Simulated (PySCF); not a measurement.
Atomic charges by several schemes

Compound: C2H7NO4Si.
Z-matrix (Å and degrees, GFN2-xTB geometry), rows numbered from 1:
```
C 
O   1  1.4016
Si  2  1.6214  1  129.11
N   3  1.7207  2  112.91  1    58.37
O   3  1.6243  2  104.28  1  -178.51
C   3  1.9261  2  111.88  1   -58.26
O   6  1.2059  3  126.43  2  -171.84
O   6  1.3464  3  113.22  2     8.53
H   1  1.0911  2  110.34  3    62.94
H   1  1.0908  2  110.69  3   -57.77
H   1  1.0902  2  107.46  3  -177.46
H   4  1.0090  3  117.73  2    55.87
H   4  1.0076  3  117.57  2  -169.71
H   5  0.9544  3  121.14  2    38.99
H   8  0.9740  6  110.06  3   179.54
```

Density: PBE0/pcSseg-1 (PySCF); schemes: Mulliken, IAO, Hirshfeld and ESP-fitted. The structure is a single GFN2-xTB conformer in the gas phase; no vibrational or solvent corrections. GFN2-xTB frequencies show an imaginary mode (22i cm⁻¹), so this geometry is no minimum at that level.

Question: Atoms with like bonding are taken together and averaged. At which atom do the 4 schemes differ most?

Answer: At Si3: from +0.500 (Hirshfeld) to +1.483 e (IAO), 0.983 e apart.

Question: For which atoms does the sign change between the 4 schemes (beyond +0.03 e in one, beyond −0.03 e in another)?

Answer: For none.

Question: What partial charge does each atom carry?

Answer: In e; atoms taken as equivalent share a row and are averaged (×n: the atom named and its like, n in all):

```json
{"atom": "C1", "environment": "methoxy carbon", "Mulliken": "-0.008", "IAO": "-0.198", "Hirshfeld": "-0.037", "ESP-fitted": "-0.084"}
{"atom": "O2", "environment": "silyl ether oxygen", "Mulliken": "-0.639", "IAO": "-0.649", "Hirshfeld": "-0.236", "ESP-fitted": "-0.439"}
{"atom": "Si3", "environment": "oxygen-bound silicon", "Mulliken": "+1.225", "IAO": "+1.483", "Hirshfeld": "+0.500", "ESP-fitted": "+0.963"}
{"atom": "N4", "environment": "silicon-bound nitrogen", "Mulliken": "-0.641", "IAO": "-0.853", "Hirshfeld": "-0.317", "ESP-fitted": "-1.044"}
{"atom": "O5", "environment": "silanol oxygen", "Mulliken": "-0.530", "IAO": "-0.792", "Hirshfeld": "-0.312", "ESP-fitted": "-0.734"}
{"atom": "C6", "environment": "carbonyl carbon", "Mulliken": "+0.157", "IAO": "+0.233", "Hirshfeld": "+0.114", "ESP-fitted": "+0.456"}
{"atom": "O7", "environment": "acid carbonyl oxygen", "Mulliken": "-0.400", "IAO": "-0.449", "Hirshfeld": "-0.273", "ESP-fitted": "-0.491"}
{"atom": "O8", "environment": "acid hydroxyl oxygen", "Mulliken": "-0.370", "IAO": "-0.481", "Hirshfeld": "-0.171", "ESP-fitted": "-0.573"}
{"atom": "H9/H10/H11", "environment": "methyl hydrogen", "Mulliken": "+0.109", "IAO": "+0.142", "Hirshfeld": "+0.040", "ESP-fitted": "+0.088"}
{"atom": "H12/H13", "environment": "N–H hydrogen", "Mulliken": "+0.200", "IAO": "+0.273", "Hirshfeld": "+0.124", "ESP-fitted": "+0.406"}
{"atom": "H14", "environment": "hydroxyl hydrogen", "Mulliken": "+0.252", "IAO": "+0.375", "Hirshfeld": "+0.182", "ESP-fitted": "+0.436"}
{"atom": "H15", "environment": "acid proton", "Mulliken": "+0.227", "IAO": "+0.357", "Hirshfeld": "+0.180", "ESP-fitted": "+0.436"}
```

Mean size of the charges over all atoms: IAO 0.456 e, ESP-fitted 0.449 e, Mulliken 0.345 e, Hirshfeld 0.179 e. Each set sums to the total charge, 0, to within 0.001 e. The Mulliken scheme gives each basis function's population to the atom it is centred on and halves the overlap population of two atoms between them. The IAO scheme projects the occupied orbitals on a minimal set of polarised atomic orbitals and counts the electrons in each atom's part of it.

Some averages cover members that differ in this geometry: H9/H10/H11, ESP-fitted +0.068 to +0.102; H12/H13, ESP-fitted +0.392 to +0.419 e.

Question: How closely do the schemes follow one another over all atoms?

Answer: Correlation coefficient and root-mean-square difference: Mulliken with IAO 0.99, 0.137 e; IAO with Hirshfeld 0.98, 0.362 e; Mulliken with Hirshfeld 0.97, 0.249 e; Hirshfeld with ESP-fitted 0.97, 0.325 e; IAO with ESP-fitted 0.95, 0.180 e; Mulliken with ESP-fitted 0.93, 0.204 e.

Question: How many electrons does the Mulliken scheme count on O8?

Answer: Z − q = 8 − (-0.370) = 8.370.

Question: Sum the charges by element, for elements with more than one atom.

Answer: 
| element | atoms | Mulliken | IAO | Hirshfeld | ESP-fitted |
| --- | --- | --- | --- | --- | --- |
| C | 2 | +0.149 | +0.035 | +0.077 | +0.371 |
| O | 4 | -1.940 | -2.372 | -0.992 | -2.237 |
| H | 7 | +1.206 | +1.706 | +0.732 | +1.947 |
